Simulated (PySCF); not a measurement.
## Polarisability and C₆ of He⁺ (helium, charge +1)

1s1, 2S determinant. All numbers are calculated (PySCF 2.14, no relativity, point nucleus, in aug-cc-pVTZ with one added diffuse shell each of s, p, d type (5s4p3d, 32 functions)). Coupled (time-dependent) response in atomic units; α is the mean over directions.

| method | mean α (bohr³) | C₆ (like pair) | S(−4) |
| --- | --- | --- | --- |
| UHF | 0.2803 | 0.1017 | 0.1027 |

S(−4) is the Cauchy moment in α(ω) = α(0) + S(−4) ω² + …

α(iu) at UHF:

| u (hartree) | α(iu) (bohr³) |
| --- | --- |
| 0 | 0.2803 |
| 0.0500 | 0.2801 |
| 0.100 | 0.2793 |
| 0.200 | 0.2763 |
| 0.300 | 0.2714 |
| 0.500 | 0.2570 |
| 0.750 | 0.2332 |
| 1.00 | 0.2070 |
| 1.50 | 0.1580 |
| 2.00 | 0.1199 |
| 3.00 | 0.07222 |
| 5.00 | 0.03256 |

A single London oscillator, α(iu) = α/(1 + u²/ω²), gives C₆ = (3/4) ω α². Matching the computed C₆ needs ω = 4 × 0.1017 / (3 × 0.2803²) = 1.73 hartree.

For a non-relativistic one-electron ion the exact value is 9/(2Z⁴) = 0.2812 bohr³; Hartree-Fock is exact here up to the basis.

For an ion, C₆ is the dispersion term alone; charge-induced terms of lower order in 1/R come first.
